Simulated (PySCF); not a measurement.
[CeCl4]− at several levels of theory

Computed with PySCF 2.14.0 (density fitting, no spin-orbit coupling) at the geometry relaxed with PBE0:

```xyz
5
[CeCl4]− (singlet in the valence; each metal's 4f electrons, 1 of them, lie in its core potential, out of spins and levels)
Ce    0.0000    0.0000    0.0000
Cl    1.5302    1.5302    1.5302
Cl   -1.5302   -1.5302    1.5302
Cl    1.5302   -1.5302   -1.5302
Cl   -1.5302    1.5302   -1.5302
```

| level | basis | state | HOMO (eV) | gap (eV) | charge on Ce1 (e) | population of f-type functions on Ce1 (polarisation alone where 4f lies in the core) | dipole about the centre of mass (D) | largest force component (eV/Å) |
| --- | --- | --- | --- | --- | --- | --- | --- | --- |
| PBE0 | Ce lcecp-1-SVP with ECP47, Cl def2-SVP | singlet | -4.56 | 7.63 | 0.81 | 0.05 | 0.00 | 0.00 |
| revPBE | the same | singlet | -3.09 | 5.71 | 0.67 | 0.05 | 0.00 | 0.12 |
| PBE | the same | singlet | -3.11 | 5.68 | 0.60 | 0.05 | 0.00 | 0.03 |

In the lcecp rows the 4f levels are missing from HOMO and gap, and the state counts the valence alone.

Charges are Mulliken's, which hang on the basis. The relaxation used the grid (50, 194), these runs (75, 302) or, all-electron (x2c bases, spin-free X2C Hamiltonian), (99, 590).

**Question.** What does PBE0 with Ce lcecp-1-TZVP with ECP47, Cl def2-TZVP give here?

**Answer.** state singlet, HOMO (eV) -4.83, gap (eV) 7.80, charge on Ce1 (e) 1.35, population of f-type functions on Ce1 (polarisation alone where 4f lies in the core) 0.09, dipole about the centre of mass (D) 0.00, largest force component (eV/Å) 0.00. Time: 16 s on 2 threads of Arm Neoverse V2, with other jobs on the host, from free ions and atoms.

In the first row's basis the gap widens with exact exchange: 5.7 eV for PBE, revPBE (none); 7.6 eV for PBE0 (a fixed share).

An lcecp potential fixes the number of 4f electrons, so in runs with it no electron can move into or out of that shell.
